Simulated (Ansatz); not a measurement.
Cost and result for the atomization energy of `BN[SiH](C)C` (15 atoms, 14 bonds).

```
atom   x (Å)   y (Å)   z (Å)
  B1  -1.874  -0.931  -1.031
  N2  -0.513  -0.659  -1.187
 Si3   0.515   0.413  -0.252
  C4   1.866  -0.578   0.570
  C5  -0.506   1.347   0.991
  H6  -2.490  -0.384  -0.161
  H7  -2.412  -1.709  -1.767
  H8  -0.051  -1.150  -1.941
  H9   1.151   1.366  -1.208
 H10   2.558   0.078   1.106
 H11   1.446  -1.289   1.286
 H12   2.447  -1.142  -0.164
 H13  -0.975   0.672   1.710
 H14   0.135   2.040   1.542
 H15  -1.295   1.926   0.507
```

Total charge 0; spin multiplicity 1. Geometry: relaxed with PBE0-D4/def2-TZVP. It is one conformer, not always the lowest. Program: Ansatz. All runs use 4 threads of an Arm Neoverse V2 on a shared host. Times are those of one run each, without the atoms' runs, and a repeat can differ threefold. Electronic energies, without spin–orbit coupling; frozen cores. CCSD(T)/CBS adds CCSD(T) − MP2 in def2-TZVPP to the MP2 limit, and its time is that of the two runs behind it. T1 = 0.011. B3LYP takes the VWN-RPA correlation (the form of Gaussian; ORCA's B3LYP/G).

CCSD(T)/CBS is a level of theory with its own doubt, some kJ/mol a heavy atom from the limit and from the frozen cores, so smaller differences don't rank the functionals.

```json
{"level": "LDA (SPW92)/def2-TZVPP", "functions": "306", "wall time": "1.4 s", "atomization (kJ/mol)": "6243.7", "difference from CCSD(T)/CBS": "671.0", "per bond": "47.9"}
{"level": "PBE-D4/def2-TZVPP (with forces)", "functions": "306", "wall time": "2.9 s", "atomization (kJ/mol)": "5631.1", "difference from CCSD(T)/CBS": "58.4", "per bond": "4.2"}
{"level": "BHLYP-D4/def2-TZVPP", "functions": "306", "wall time": "3.4 s", "atomization (kJ/mol)": "5500.4", "difference from CCSD(T)/CBS": "-72.3", "per bond": "-5.2"}
{"level": "r2SCANh-D4/def2-TZVPP", "functions": "306", "wall time": "4.8 s", "atomization (kJ/mol)": "5567.7", "difference from CCSD(T)/CBS": "-5.0", "per bond": "-0.4"}
{"level": "B3LYP-D4/def2-TZVPP (with forces)", "functions": "306", "wall time": "5.5 s", "atomization (kJ/mol)": "5601.6", "difference from CCSD(T)/CBS": "28.9", "per bond": "2.1"}
{"level": "CCSD(T)/def2-SVP", "functions": "124", "wall time": "7.5 s", "atomization (kJ/mol)": "5287.8", "difference from CCSD(T)/CBS": "-284.9", "per bond": "-20.3"}
{"level": "r2SCAN-D4/def2-TZVPP (with forces)", "functions": "306", "wall time": "8.5 s", "atomization (kJ/mol)": "5586.6", "difference from CCSD(T)/CBS": "13.9", "per bond": "1.0"}
{"level": "ωB97X-V/def2-TZVPP", "functions": "306", "wall time": "8.5 s", "atomization (kJ/mol)": "5599.0", "difference from CCSD(T)/CBS": "26.3", "per bond": "1.9"}
{"level": "B97M-V/def2-TZVPP", "functions": "306", "wall time": "9.5 s", "atomization (kJ/mol)": "5597.6", "difference from CCSD(T)/CBS": "24.9", "per bond": "1.8"}
{"level": "ωB97M-V/def2-TZVPP (with forces)", "functions": "306", "wall time": "13 s", "atomization (kJ/mol)": "5605.0", "difference from CCSD(T)/CBS": "32.3", "per bond": "2.3"}
{"level": "MP2/def2-QZVPP", "functions": "598", "wall time": "29 s", "atomization (kJ/mol)": "5557.0", "difference from CCSD(T)/CBS": "-15.7", "per bond": "-1.1"}
{"level": "CCSD(T)/def2-TZVPP", "functions": "306", "wall time": "12 min", "atomization (kJ/mol)": "5445.0", "difference from CCSD(T)/CBS": "-127.7", "per bond": "-9.1"}
{"level": "CCSD(T)/CBS(def2)", "functions": "–", "wall time": "13 min", "atomization (kJ/mol)": "5572.7", "difference from CCSD(T)/CBS": "0.0", "per bond": "0.0"}
```

From r2SCAN to r2SCAN0 (25 % exact exchange), in def2-TZVPP and without D4, the atomization energy moves by −46.8 kJ/mol: exact exchange takes away binding that semilocal exchange gives to molecules. At CCSD(T), def2-SVP lies −284.8 kJ/mol from the extrapolated value and def2-TZVPP −127.7 kJ/mol: correlation converges slowly with the basis, and small sets miss more of it in the bonded molecule than in its fragments. Leaving LDA and LC-ωPBE aside and taking each functional with its dispersion term where it has one, the values spread over 130.8 kJ/mol, from BHLYP-D4 to PBE-D4. LDA lies +642.5 kJ/mol from PBE without D4, its usual overbinding.
